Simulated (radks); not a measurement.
Charge is removed step by step from the 4d down level of neutral antimony, starting from [Kr] 4d(up 5, down 5) 5s2 5p3. All-electron calculation, scalar-relativistic Kohn-Sham, PBE, spin-polarised, spherical densities, point nucleus; open shells are filled with parallel spins first (spin-orbit coupling, left out, can overturn this in heavy ions). Program: a radial shooting solver on a logarithmic mesh with Libxc functionals.

removed (e)  E - E(0) (eV)  eigenvalue (eV)  E minus straight line (eV)
0                    0.000          -33.074                       0.000
0.1                  3.373          -34.412                      -0.634
0.2                  6.881          -35.775                      -1.133
0.3                 10.527          -37.161                      -1.495
0.4                 14.313          -38.570                      -1.717
0.5                 18.240          -40.000                      -1.798
0.6                 22.311          -41.450                      -1.734
0.7                 26.528          -42.920                      -1.524
0.8                 30.893          -44.409                      -1.166
0.9                 35.408          -45.916                      -0.659
1                   40.075          -47.440                       0.000

Removing the whole electron costs 40.075 eV by Delta-SCF, against 33.074 eV from minus the eigenvalue at the starting occupation. Slater's transition state (half an electron removed) gives 40.000 eV. Integrating minus the eigenvalue over the occupation (Janak's theorem) gives 40.085 eV. In this scalar-relativistic scheme the density is built from large components alone, so the theorem holds only approximately. The mean slope of the eigenvalue, de/dn, is 14.4 eV per electron.
